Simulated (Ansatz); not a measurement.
Reaction (redistribution): `[Cl][Al]1[CH2][CH2]1` + `C[SiH2][SiH2]Br` → `[Br][Al]1[CH2][CH2]1` + `C[SiH2][SiH2]Cl`

Calculated with Ansatz (gas phase, PBE0-D4/def2-TZVP geometries, no zero-point term in ΔE). CBS: MP2 limit from def2 TZ/QZ plus the TZ coupled-cluster correction, frozen cores. This one scheme is used for every species. DFT in def2-TZVPP. For Br outer-core shells are correlated without core-valence functions, which leaves a few kJ/mol of doubt a bond. Scalar relativity is left out up to krypton. One conformer a species, not always the lowest.

`[Cl][Al]1[CH2][CH2]1`:

```xyz
8

Cl    2.636    1.949   -0.520
Al    0.985    0.728   -0.194
C     0.088   -0.926   -0.056
C    -0.827    0.379    0.202
H     0.185   -1.578    0.811
H    -0.208   -1.511   -0.925
H    -1.234    0.445    1.210
H    -1.625    0.513   -0.527
```

`C[SiH2][SiH2]Br`:

Z-matrix (Å, degrees):
```
C
Si 1 1.872
H 1 1.092 2 110.9
H 1 1.092 2 110.7 3 -120.2
H 1 1.092 2 110.3 3 119.9
Si 2 2.339 1 110.3 3 -62.4
H 2 1.489 1 111.1 3 178.3
H 2 1.491 1 111.2 3 57.9
Br 6 2.239 2 107.5 1 -54.5
H 6 1.486 2 112.8 1 63.0
H 6 1.485 2 113.5 1 -172.9
```

`[Br][Al]1[CH2][CH2]1`:

Z-matrix (Å, degrees):
```
C
Al 1 1.889
C 1 1.611 2 64.8
H 1 1.089 2 122.6 3 -103.6
H 1 1.089 2 122.7 3 103.6
Br 2 2.235 1 154.8 3 -180.0
H 3 1.089 1 114.2 2 -116.3
H 3 1.089 1 114.2 2 116.1
```

`C[SiH2][SiH2]Cl`:

```xyz
11

C     1.556   -0.641   -0.353
Si   -0.014    0.229   -0.888
Si   -1.526    0.347    0.892
Cl   -0.552    1.215    2.500
H     1.349   -1.671   -0.054
H     2.005   -0.123    0.498
H     2.284   -0.661   -1.167
H    -0.671   -0.493   -2.015
H     0.275    1.618   -1.339
H    -2.721    1.177    0.591
H    -1.985   -0.996    1.335
```

```
             level  ΔE (eV)
            PBE-D4    -0.01
SCS-MP2/def2-QZVPP    -0.01
```

Problem. What does CCSD(T)/CBS give? (Best estimate.)

Solution. Ansatz gave: 0.00 eV. The listed levels differ from it by -0.01, -0.01 eV.

Largest T1 diagnostic among the species: 0.010.
